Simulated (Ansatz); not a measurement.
Stepwise reaction of zirconium tetrachloride with hydrogen sulfide, as a gas-phase model of exchange steps in deposition or etching. ΔE in kJ/mol; ΔG adds harmonic PBE0-D4 terms to CCSD(T)/CBS, at 1 bar.

Computed with Ansatz on PBE0-D4/def2-TZVP structures; ΔE is electronic, products minus reactants. CCSD(T)/CBS is the MP2 limit (def2-TZVPP, def2-QZVPP) plus CCSD(T) − MP2 in def2-TZVPP, frozen cores. This one scheme is used for every species. Functionals use def2-TZVPP. B3LYP here is the variant with VWN-RPA as its local correlation; programs differ in this. def2 core potentials past Kr. For Zr outer-core shells are correlated without core-valence functions, which leaves a few kJ/mol of doubt a bond. One conformer a species, not always the lowest.

| step | reaction | PBE-D4 | B3LYP-D4 | ωB97M-V | CCSD(T)/CBS | ΔG(500 K) |
| --- | --- | --- | --- | --- | --- | --- |
| 1 | `[Cl][Zr]([Cl])([Cl])[Cl]` + H₂S → `[SH][Zr]([Cl])([Cl])[Cl]` + HCl | 61.8 | 67.3 | 68.7 | 65.2 | 52.4 |
| 2 | `[SH][Zr]([Cl])([Cl])[Cl]` + H₂S → `[SH][Zr]([SH])([Cl])[Cl]` + HCl | 59.8 | 65.7 | 67.2 | 63.5 | 65.0 |
| 3 | `[SH][Zr]([SH])([Cl])[Cl]` + H₂S → `[SH][Zr]([SH])([SH])[Cl]` + HCl | 61.1 | 67.7 | 68.6 | 64.9 | 66.7 |
| 4 | `[SH][Zr]([SH])([SH])[Cl]` + H₂S → `[SH][Zr]([SH])([SH])[SH]` + HCl | 62.0 | 68.0 | 68.9 | 65.1 | 65.5 |

By hand: ΔE of the 4 steps together at CCSD(T)/CBS.

(65.2) + (63.5) + (64.9) + (65.1) = 258.7 kJ/mol, or 64.7 kJ/mol a step.

In ΔE the steps differ by no more than 1.7 kJ/mol. All are uphill at CCSD(T)/CBS. ΔG lies between 52.4 and 66.7 kJ/mol a step. PBE-D4 differs from CCSD(T)/CBS by -3.8 to -3.1 kJ/mol a step. Isolated molecules leave out the surface, adducts and barriers. Largest T1 diagnostic: 0.019.
